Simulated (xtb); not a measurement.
AlI$_{3}$ (SMILES [I][Al]([I])[I]), singlet, at a GFN2-xTB geometry (such geometries of metal compounds can be far from the true shape).

The xtb input:
```
$ xtb mol.xyz --gfn 2 --gbsa chcl3 --json

# file mol.xyz
4

Al    -0.00000000    -0.00000000    -0.00000000
I     -2.05711704    -1.44131268    -0.05276184
I      0.00659413     2.22306763    -1.17039456
I      2.05052292    -0.78175495     1.22315640
```

What does this run give for the dipole moment, total energy, HOMO-LUMO gap?


dipole moment: 0.00 D
total energy: -12.7138 Eh
HOMO-LUMO gap: 4.03 eV
